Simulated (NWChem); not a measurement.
Molecule: AlAsH$_{4}$; SMILES [AsH2][AlH2]

Program: NWChem. Pople sets run with spherical d functions. Coordinates come from a PBE0/def2-SVP optimisation.

For level LDA (Slater exchange, VWN5)/6-31G*:

```
Property                     Value
---------------------------  -----
highest occupied level (eV)  -6.16
orbital gap (eV)              3.53
```

Question: What are these values for level CAM-B3LYP/6-31G*?

Answer: 
- highest occupied level (eV): -8.25
- orbital gap (eV): 7.50
